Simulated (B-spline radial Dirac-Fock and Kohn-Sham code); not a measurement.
# How the levels of tantalum move as electrons are removed

Calculated with a radial finite-basis atomic code, using Dirac-Fock (average of configuration) total-energy differences with a finite nucleus, the Breit interaction including its frequency dependence, and self-energy and vacuum-polarisation corrections. Each ion is free and in its tabulated ground configuration. The model has no electron correlation.

Reference: Ta⁵⁹⁺, [Ne] 3s2 3p2, with K 72228.2 eV, L1 16253.2 eV. Shifts from it, in eV (a dash: the subshell is empty, belongs to an open shell averaged over j, or its hole state is left out as unreliable):

| ion | configuration | K | L1 |
| --- | --- | --- | --- |
| Ta⁶⁰⁺ | [Ne] 3s2 3p1 | +200.2 | +167.8 |
| Ta⁶¹⁺ | [Ne] 3s2 | +402.4 | +337.0 |
| Ta⁶²⁺ | [Ne] 3s1 | – | – |
| Ta⁶³⁺ | [He] 2s2 2p6 | +793.0 | +658.2 |
| Ta⁶⁴⁺ | [He] 2s2 2p5 | +1266.8 | +959.1 |
| Ta⁶⁵⁺ | [He] 2s2 2p4 | ? | ? |

Q: Give the missing shifts for Ta⁶⁵⁺.

A: K +1745.8, L1 +1262.7 (eV).
